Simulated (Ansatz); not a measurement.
```xyz
14

C     1.342    1.012   -0.953
Ga    0.088    0.489    0.504
C     0.389   -1.256    1.416
N    -1.637   -0.048   -0.705
H     0.957    1.839   -1.557
H     2.295    1.343   -0.530
H     1.564    0.175   -1.621
H    -0.615    1.652    1.334
H     1.235   -1.180    2.107
H    -0.476   -1.572    2.006
H     0.628   -2.053    0.706
H    -2.401   -0.353   -0.114
H    -1.954    0.750   -1.243
H    -1.416   -0.798   -1.350
```

Charge 0, multiplicity 1.

(1) List the PBE0/def2-TZVPP orbital energies in eV (Ansatz 0.2.0). (Best estimate.)

Answers

(1) The calculation gave: Occupied: -10145.30, -1251.17, -1107.33, -1107.26, -1107.25, -392.82, -276.79, -276.79, -149.46, -102.43, -102.23, -102.20, -25.90, -21.59, -21.48, -21.46, -21.38, -21.37, -18.33, -17.99, -14.92, -14.90, -12.05, -10.48, -10.41, -10.20, -10.14, -8.96, -7.00, -6.85. Lowest empty: -0.01, 1.33, 1.59, 2.01, 2.60, 2.80, 3.32, 3.64.
